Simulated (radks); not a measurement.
Problem. All-electron atom: Ho60+ in [He] 2s2 2p3. Method: scalar-relativistic Kohn-Sham, PBE, spin-polarised, spherical densities, point nucleus; open shells are filled with parallel spins first (spin-orbit coupling, left out, can overturn this in heavy ions); computed with a radial shooting solver on a logarithmic mesh with Libxc functionals. Some entries of the table are withheld. Estimate them.

orbital,occ.,eigenvalue (eV),<r> (bohr)
1s up,1,-61437.22,0.02069
1s down,1,-61389.40,0.02068
2s up,1,-14539.29,(1)
2s down,1,-14456.56,(2)
2p up,3,-13595.99,0.07484
2p down,0,-13499.05,0.07508

Solution. 
(1) 2s up <r> (bohr): 0.08521
(2) 2s down <r> (bohr): 0.08542
